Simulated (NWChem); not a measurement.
System: MoO3; SMILES [O]=[Mo](=[O])=[O]

Input file for NWChem:

```
start job
memory heap 200 mb stack 900 mb global 1100 mb
geometry units angstroms noautosym nocenter noautoz
  Mo     0.000000     0.000000     0.223898
  O     -1.054632     1.201155    -0.324970
  O     -0.512915    -1.513916    -0.324970
  O      1.567547     0.312760    -0.324970
end
basis spherical
  * library def2-svp
end
ecp
  Mo library def2-ecp
end
dft
  xc slater vwn_5
  iterations 150
end
tddft
  nroots 8
end
task tddft energy
```

Output (shortened):

```
             Northwest Computational Chemistry Package (NWChem) 7.3.0
             --------------------------------------------------------

                             Geometry "geometry" -> ""
                             -------------------------

 Output coordinates in angstroms (scale by  1.889725989 to convert to a.u.)

  No.       Tag          Charge          X              Y              Z
 ---- ---------------- ---------- -------------- -------------- --------------
    1 Mo                  42.0000     0.00000000     0.00000000     0.22389800
    2 O                    8.0000    -1.05463200     1.20115500    -0.32497000
    3 O                    8.0000    -0.51291500    -1.51391600    -0.32497000
    4 O                    8.0000     1.56754700     0.31276000    -0.32497000

 Effective nuclear repulsion energy (a.u.)     352.3159085335

                                 NWChem DFT Module
                                 -----------------

 Summary of "ao basis" -> "ao basis" (spherical)
 ------------------------------------------------------------------------------
       Tag                 Description            Shells   Functions and Types
 ---------------- ------------------------------  ------  ---------------------
 Mo                         def2-svp                11       31   5s3p2d1f
 O                          def2-svp                 6       14   3s2p1d

            General Information
            -------------------
          SCF calculation type: DFT
          Wavefunction type:  closed shell.
          No. of atoms     :     4
          No. of electrons :    38
           Alpha electrons :    19
            Beta electrons :    19
          Charge           :     0
          Spin multiplicity:     1
          Use of symmetry is: off; symmetry adaption is: off
          Maximum number of iterations: 150
          AO basis - number of functions:    73
                     number of shells:    29
          Convergence on energy requested:  1.00D-06
          Convergence on density requested:  1.00D-05
          Convergence on gradient requested:  5.00D-04

              XC Information
              --------------
                        Slater Exchange Functional  1.000 local
                      VWN V Correlation Functional  1.000 local

             Grid Information
             ----------------
          Grid used for XC integration:  medium
          Radial quadrature: Mura-Knowles
          Angular quadrature: Lebedev.
          Tag              B.-S. Rad. Rad. Pts. Rad. Cut. Ang. Pts.
          ---              ---------- --------- --------- ---------
          Mo                  1.45      123           8.0       590
          O                   0.60       49           7.0       434
          Grid pruning is: on
          Number of quadrature shells:   270
          Spatial weights used:  Erf1

      Superposition of Atomic Density Guess
      -------------------------------------

 Sum of atomic energies:        -301.36544955

      Non-variational initial energy
      ------------------------------

 Total energy =    -291.294223
 1-e energy   =    -705.439743
 2-e energy   =     272.241438
 HOMO         =      -0.468288
 LUMO         =      -0.137554

   convergence    iter        energy       DeltaE   RMS-Dens  Diis-err
 ---------------- ----- ----------------- --------- --------- ---------
 d= 0,ls=0.0,diis     1   -291.2943862976 -4.33D+02  1.03D-01  6.33D+00
 d= 0,ls=0.0,diis     2   -279.3693793585  1.19D+01  9.13D-02  8.28D+01
 d= 0,ls=0.0,diis     3   -292.0750565714 -1.27D+01  5.70D-03  1.61D-01
 d= 0,ls=0.0,diis     4   -292.0844784711 -9.42D-03  2.42D-03  7.51D-02
 d= 0,ls=0.0,diis     5   -292.0910655347 -6.59D-03  3.38D-04  6.07D-03
  Resetting Diis
 d= 0,ls=0.0,diis     6   -292.0915885553 -5.23D-04  1.58D-04  1.24D-03
 d= 0,ls=0.0,diis     7   -292.0916863429 -9.78D-05  4.81D-04  1.73D-04
 d= 0,ls=0.0,diis     8   -292.0913190193  3.67D-04  3.81D-04  3.74D-03
 d= 0,ls=0.0,diis     9   -292.0917033682 -3.84D-04  7.24D-05  3.01D-05
 d= 0,ls=0.0,diis    10   -292.0917033493  1.89D-08  3.74D-05  3.27D-05
 d= 0,ls=0.0,diis    11   -292.0917066912 -3.34D-06  1.25D-06  2.55D-08
 d= 0,ls=0.0,diis    12   -292.0917066935 -2.30D-09  3.88D-07  1.59D-09

[...]

                                NWChem TDDFT Module
                                -------------------

            General Information
            -------------------
           No. of orbitals :     146
            Alpha orbitals :      73
             Beta orbitals :      73
        Alpha frozen cores :       0
         Beta frozen cores :       0
     Alpha frozen virtuals :       0
      Beta frozen virtuals :       0
         Spin multiplicity :       1
    Number of AO functions :      73
        Use of symmetry is : off
      Symmetry adaption is : off
         Schwarz screening :  0.10D-07

              XC Information
              --------------
                 Slater Exchange Functional   1.00 local
               VWN V Correlation Functional   1.00 local

             TDDFT Information
             -----------------
          Calculation type : TDDFT
         Wavefunction type : Restricted singlets & triplets
          No. of electrons :      38
           Alpha electrons :      19
            Beta electrons :      19
              No. of roots :       8
          Max subspacesize :    5600
            Max iterations :     100
               Target root :       1
           Target symmetry : none
      Symmetry restriction : off
                 Algorithm : Optimal
        Davidson threshold :  0.10D-03

    8 smallest eigenvalue differences (eV)
--------------------------------------------------------
  No. Spin  Occ  Vir  Irrep   E(Occ)    E(Vir)   E(Diff)
--------------------------------------------------------
    1    1   19   20 a        -0.278    -0.205     1.965
    2    1   18   20 a        -0.287    -0.205     2.212
    3    1   17   20 a        -0.287    -0.205     2.212
    4    1   16   20 a        -0.308    -0.205     2.794
    5    1   19   21 a        -0.278    -0.119     4.317
    6    1   19   22 a        -0.278    -0.119     4.317
    7    1   18   21 a        -0.287    -0.119     4.564
    8    1   17   21 a        -0.287    -0.119     4.564
--------------------------------------------------------

  Entering Davidson iterations
  Restricted singlet excited states

  Iter   NTrls   NConv    DeltaV     DeltaE      Time
  ----  ------  ------  ---------  ---------  ---------
    1      8       0     0.37E+00   0.10+100        1.1
    2     16       0     0.70E-01   0.35E-01        1.1
    3     32       0     0.21E-01   0.18E-02        1.7
    4     48       1     0.15E-01   0.12E-03        1.6
    5     62       3     0.35E-02   0.70E-04        1.7
    6     72       4     0.11E-02   0.66E-05        1.3
    7     80       5     0.28E-03   0.94E-06        1.4
    8     86       8     0.88E-04   0.56E-07        1.6
  ----  ------  ------  ---------  ---------  ---------
  Convergence criterion met

  Ground state a        -292.091706693533 a.u.

  ----------------------------------------------------------------------------
  Root   1 singlet a              0.073917948 a.u.                2.0114 eV
  ----------------------------------------------------------------------------
     Transition Moments    X -0.00000   Y  0.00001   Z  0.00000
     Dipole Oscillator Strength                    0.0000000000
     Electric Quadrupole                           0.0000000000
     Magnetic Dipole                               0.0000000183
     Total Oscillator Strength                     0.0000000183

     Occ.   19  a   ---  Virt.   20  a   -0.99961 X
  ----------------------------------------------------------------------------
  Root   2 singlet a              0.087686123 a.u.                2.3861 eV
  ----------------------------------------------------------------------------
     Transition Moments    X  0.30846   Y  0.00657   Z -0.00001
     Dipole Oscillator Strength                    0.0055647011
     Electric Quadrupole                           0.0000000004
     Magnetic Dipole                               0.0000000897
     Total Oscillator Strength                     0.0055647912

     Occ.   16  a   ---  Virt.   22  a    0.05435 X
     Occ.   17  a   ---  Virt.   20  a   -0.06641 X
     Occ.   18  a   ---  Virt.   20  a   -0.99084 X
     Occ.   19  a   ---  Virt.   21  a    0.05615 X
  ----------------------------------------------------------------------------
  Root   3 singlet a              0.087686338 a.u.                2.3861 eV
  ----------------------------------------------------------------------------
     Transition Moments    X  0.00657   Y -0.30846   Z -0.00000
     Dipole Oscillator Strength                    0.0055645683
     Electric Quadrupole                           0.0000000004
     Magnetic Dipole                               0.0000000897
     Total Oscillator Strength                     0.0055646584

     Occ.   16  a   ---  Virt.   21  a    0.05435 X
     Occ.   17  a   ---  Virt.   20  a   -0.99084 X
     Occ.   18  a   ---  Virt.   20  a    0.06641 X
     Occ.   19  a   ---  Virt.   22  a   -0.05614 X
  ----------------------------------------------------------------------------
  Root   4 singlet a              0.105824117 a.u.                2.8796 eV
  ----------------------------------------------------------------------------
     Transition Moments    X -0.00001   Y -0.00000   Z -0.05183
     Dipole Oscillator Strength                    0.0001895405
     Electric Quadrupole                           0.0000000013
     Magnetic Dipole                               0.0000000000
     Total Oscillator Strength                     0.0001895418

[...]
```

Level: LDA (Slater exchange, VWN5)/def2-SVP with def2 effective core potentials on Mo, full TDDFT. Structure relaxed at the PBE0/def2-SVP level. def2 effective core potentials on Mo; no spin-orbit coupling.
